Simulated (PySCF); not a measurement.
Correlation energy of Zr²²⁺ (zirconium, charge +22)

[Ar], closed-shell 1S. Computed with PySCF 2.14 in an uncontracted even-tempered set (17 s from 2.5 bohr⁻², ratio 2.5; 11 p from 3.2 bohr⁻², ratio 2.5; 5 d from 17 bohr⁻², ratio 2.7; 4 f from 25 bohr⁻², ratio 2.7), with the non-relativistic Hamiltonian (point nucleus). Frozen: 1s2; 16 electrons correlated; the 18 highest virtual orbitals of each spin left out.

```csv
level,correlation energy (mhartree)
CCSD,-602.02
(T),-1.86
CCSD(T),-603.88
```

Diagnostics: T1 = 0.00065, D1 = 0.0015, largest double amplitude 0.020.

A non-relativistic calculation at this Z misses sizeable relativistic shifts.

Cost of the coupled-cluster step: about 13 core-seconds, for 16 correlated electrons.

Iterations:

```
CC2 = 0
CCSD nocc = 8, nmo = 84
frozen orbitals [0, 85, 86, 87, 88, 89, 90, 91, 92, 93, 94, 95, 96, 97, 98, 99, 100, 101, 102]
max_cycle = 100
direct = 0
conv_tol = 1e-08
conv_tol_normt = 1e-06
diis_space = 8
diis_start_cycle = 0
Init t2, MP2 energy = -3248.91979174985  E_corr(MP2) -0.592575822134943
Init E_corr(CCSD) = -0.592575822134942
cycle = 1  E_corr(CCSD) = -0.599993722820294  dE = -0.00741790069  norm(t1,t2) = 0.00622758
cycle = 2  E_corr(CCSD) = -0.601747103813884  dE = -0.00175338099  norm(t1,t2) = 0.00115748
cycle = 3  E_corr(CCSD) = -0.60202257206071  dE = -0.000275468247  norm(t1,t2) = 0.000221848
cycle = 4  E_corr(CCSD) = -0.60202074851607  dE = 1.82354464e-06  norm(t1,t2) = 8.18796e-06
cycle = 5  E_corr(CCSD) = -0.602019717555628  dE = 1.03096044e-06  norm(t1,t2) = 4.33216e-07
cycle = 6  E_corr(CCSD) = -0.602019720911707  dE = -3.3560793e-09  norm(t1,t2) = 3.38181e-08
CCSD converged
E(CCSD) = -3248.929235648629  E_corr = -0.6020197209117074
CCSD(T) correction = -0.00185937451603369
```

At this charge a non-relativistic calculation is a model, useful for the Z dependence of the correlation energy.
